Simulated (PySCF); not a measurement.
Compound: PAsAsSb tetrahedron, As2PSb.
Bonds: P1–As2, P1–As3, P1–Sb4, As2–As3, As2–Sb4, As3–Sb4.

Method: PySCF 2.14.0, PBE0-D3(BJ)/def2-SVP geometry optimisation, gas phase, def2 core potentials past Kr; density fitting, grid level 1; the optimiser is geomeTRIC in internal coordinates, started from a GFN2-xTB structure with every atom displaced at random (about 0.03 Å).

Step 0: E = -137475.5422 eV
```
atom  x, y, z in Å  |  force x, y, z in eV/Å
P1     -1.1479    0.3633   -0.4938   -2.945   0.555  -2.279
As2    -0.3457   -0.8760    1.1349    0.612  -1.751   1.328
As3     0.6173    1.1854    0.4968    1.994   1.712   0.993
Sb4     0.9596   -0.7631   -1.1683    0.340  -0.515  -0.043
```

Task: Estimate the geometry and energy of step 1. (The exact step hangs on the optimiser's Hessian estimate; all steps are aligned on step 0, rigid shifts and turns removed.)

Result: E = -137475.8371 eV, largest force 1.006 eV/Å
```
atom  x, y, z in Å  |  force x, y, z in eV/Å
P1     -1.2015    0.3799   -0.5329   -0.730   0.100  -0.686
As2    -0.3265   -0.9101    1.1478    0.324  -0.376   0.198
As3     0.6479    1.2212    0.5163    0.524   0.227   0.210
Sb4     0.9634   -0.7815   -1.1616   -0.118   0.049   0.278
```

The energy changes by -0.2949 eV. The first-order estimate −F·Δx gives -0.4969 eV and the mean of the old and new forces, exact on a quadratic surface, -0.3074 eV. The step makes an angle of 13° with the force vector and moves no atom by more than 0.068 Å.

The cost below is that of the whole optimisation. On an Intel Xeon Platinum 8488C with one thread, shared host with 96 logical CPUs at a one-minute load of 32, this took 32 s of wall time and 0.49 GiB of memory at its peak.
